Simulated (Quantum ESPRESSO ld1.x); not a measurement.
Results of a calculation; reference values are marked as such.
Q: Ho, 67 electrons, occupied as [Xe] 4f11 6s2 (the NIST ground configuration). Level of theory: non-relativistic Kohn-Sham, LDA (Slater exchange, Perdew-Zunger correlation), spin-polarised, spherical densities, point nucleus, Latter tail correction; open shells are filled with parallel spins first; relativity is left out, which matters for an element this heavy (ld1.x of Quantum ESPRESSO 7.5). Some entries of the table are withheld. Estimate them.

orbital,occ.,eigenvalue (eV),<r^2> (bohr^2)
1s up,1,-51758.2,0.0006854
1s down,1,-51758.2,0.0006854
2s up,1,-8320.31,0.01084
2s down,1,-8320.22,0.01084
2p up,3,-7938.30,0.008043
2p down,3,-7938.24,0.008043
3s up,1,-1845.94,0.06952
3s down,1,-1844.41,0.06947
3p up,3,-1673.11,0.06478
3p down,3,-1671.71,0.06473
3d up,5,-1349.92,0.05126
3d down,5,-1348.89,0.05120
4s up,1,-355.291,0.3492
4s down,1,-352.728,0.3494
4p up,3,-286.432,0.3669
4p down,3,-283.892,0.3674
4d up,5,-162.626,0.4153
4d down,5,-160.134,0.4164
5s up,1,-44.3036,2.138
5s down,1,-43.3181,2.168
5p up,3,-26.1593,(1)
5p down,3,-25.3959,(2)
4f up,7,-9.2029,0.8479
4f down,4,-7.0172,0.9124
6s up,1,-4.5892,24.83
6s down,1,-4.5335,25.36

A: 
(1) 5p up <r^2> (bohr^2): 2.794
(2) 5p down <r^2> (bohr^2): 2.850
